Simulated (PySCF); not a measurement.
Compound: C₄H₇O₃S (charge -1).
Numbering: `[CH2:1]=[C:2]([CH3:3])[CH2:4][S:5](=[O:6])(=[O:7])[O-:8]` (hydrogens: H9, H10 on C1; H11, H12, H13 on C3; H14, H15 on C4)

All values: PBE0/pcSseg-1 (PySCF, non-relativistic), on one gas-phase PBE0-D3(BJ)/def2-SVP geometry that isn't relaxed in the solvent. The solvent is an IEF-PCM continuum (cavity from Bondi-type radii × 1.2). Specific hydrogen bonds and non-electrostatic terms are outside this model.

Gas phase at PBE0/pcSseg-1: HOMO -2.16 eV, LUMO 3.84 eV.

**Question.** What does the continuum do to the energy and the frontier levels at PBE0/pcSseg-1 in chloroform and water?

**Answer.** 
```csv
solvent,ε,E(solvent) − E(gas) (kcal/mol),polarisation term (kcal/mol),distortion of the solute (kcal/mol),HOMO (eV),LUMO (eV)
chloroform,4.711,-48.18,-49.95,1.77,-5.90,1.01
water,78.36,-62.05,-65.50,3.45,-6.75,0.33
```

The polarisation term is half the interaction of the solute with the surface charges that it induces; the rest is the cost of distorting the solute's density. The sum is the electrostatic part of solvation alone. From chloroform to water the lowering changes by a factor 1.29, Born's factor 1 − 1/ε by 1.25 and ε itself by 16.6.

**Question.** Which radius a makes Born's formula ΔE = −(q²/2a)(1 − 1/ε) give the value in water?

**Answer.** a = q²(1 − 1/ε)/(2|ΔE|) = 2.64 Å, with q = -1 e and |ΔE| = 0.0989 Eh; the farthest nucleus lies 3.22 Å from the centroid of the nuclei. The formula assumes a point charge at the centre of a sphere.

**Question.** Which Hirshfeld charges (PBE0/pcSseg-1) respond most in chloroform (means over atoms taken as equivalent)?

**Answer.** 
```json
{"atoms": "O8", "environment": "oxygen bonded to S", "gas (e)": "-0.425", "solvent (e)": "-0.446", "change": "-0.021"}
{"atoms": "O6/O7", "environment": "oxygen bonded to S", "gas (e)": "-0.418", "solvent (e)": "-0.435", "change": "-0.017"}
{"atoms": "H10", "environment": "vinylic hydrogen", "gas (e)": "+0.021", "solvent (e)": "+0.036", "change": "+0.015"}
{"atoms": "C1", "environment": "terminal =CH2 carbon", "gas (e)": "-0.146", "solvent (e)": "-0.136", "change": "+0.010"}
{"atoms": "H9", "environment": "vinylic hydrogen", "gas (e)": "+0.027", "solvent (e)": "+0.036", "change": "+0.009"}
{"atoms": "H14/H15", "environment": "methylene hydrogen", "gas (e)": "+0.030", "solvent (e)": "+0.039", "change": "+0.009"}
{"atoms": "S5", "environment": "sulfonyl sulfur", "gas (e)": "+0.445", "solvent (e)": "+0.436", "change": "-0.009"}
{"atoms": "C2", "environment": "fully substituted alkene carbon", "gas (e)": "+0.011", "solvent (e)": "+0.004", "change": "-0.007"}
{"atoms": "H11/H12/H13", "environment": "methyl hydrogen", "gas (e)": "+0.029", "solvent (e)": "+0.034", "change": "+0.005"}
{"atoms": "C4", "environment": "sp3 carbon bound to sulfur", "gas (e)": "-0.111", "solvent (e)": "-0.107", "change": "+0.004"}
{"atoms": "C3", "environment": "allylic carbon", "gas (e)": "-0.131", "solvent (e)": "-0.131", "change": "0.000"}
```

The values belong to the conformer `[CH2:1]=[C:2]([CH3:3])[CH2:4][S:5](=[O:6])(=[O:7])[O-:8]`: C1–C2–C4–S5 109°, C2–C4–S5–O6 65°.
